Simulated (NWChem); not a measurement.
System: C3HF3O; SMILES FC1C(OC=1)(F)F

Input file for NWChem:

```
start job
memory heap 200 mb stack 900 mb global 1100 mb
geometry units angstroms noautoz
  F     -0.891309    -1.944074     0.000000
  C     -0.017558    -0.953892     0.000000
  C      1.316872    -0.788080     0.000000
  O      1.305954     0.634180     0.000000
  C     -0.140921     0.567526     0.000000
  F     -0.656499     1.160391    -1.085117
  F     -0.656499     1.160391     1.085117
  H      2.258864    -1.347945     0.000000
end
basis spherical
  * library pcseg-1
end
dft
  xc hfexch
  iterations 150
  mulliken
end
task dft energy
```

All runs use the structure optimised with PBE-D3(BJ)/def2-SVP.

What results follow from this input? (Hartree-Fock/pcseg-1.) Quantities: basis functions; energy (Ha); highest occupied level (eV); orbital gap (eV); dipole (D).


| Quantity | Value |
|---|---|
| number of basis functions | 103 |
| energy (Ha) | -487.11 |
| highest occupied level (eV) | -10.81 |
| orbital gap (eV) | 13.86 |
| dipole (D) | 2.62 |
